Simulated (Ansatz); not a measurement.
Reaction (redistribution): `[OH][GeH]([OH])[O][SiH3]` + `PS` → `[OH][GeH2][O][SiH3]` + `OPS`

Gas-phase electronic energies from Ansatz, PBE0-D4/def2-TZVP geometries. CCSD(T)/CBS is the MP2 limit (def2-TZVPP, def2-QZVPP) plus CCSD(T) − MP2 in def2-TZVPP, frozen cores. This one scheme is used for every species. DFT in def2-TZVPP. For Ge outer-core shells are correlated without core-valence functions, which leaves a few kJ/mol of doubt a bond. Scalar relativity is left out up to krypton. Each species was taken in one conformer, which may not be the lowest.

| level | ΔE (kJ/mol) |
| --- | --- |
| PBE-D4 | 31.4 |
| ωB97M-V | 37.6 |
| PBE0 | 36.7 |
| MP2/def2-TZVPP | 46.9 |
| SCS-MP2/def2-TZVPP | 46.1 |
| CCSD/def2-TZVPP | 48.2 |
| MP2/def2-QZVPP | 43.1 |
| CCSD/CBS(def2) | 42.6 |

(1) What does CCSD(T)/CBS give? (Best estimate.)

Largest T1 diagnostic among the species: 0.014.

## Answers

(1) The calculation gave: +41.3 kJ/mol. The listed levels differ from it by -9.9, -3.7, -4.6, 5.6, 4.8, 6.9, 1.8, 1.3 kJ/mol.

From PBE to PBE0 (25 % exact exchange), in def2-TZVPP and without D4, ΔE moves by +5.9 kJ/mol.
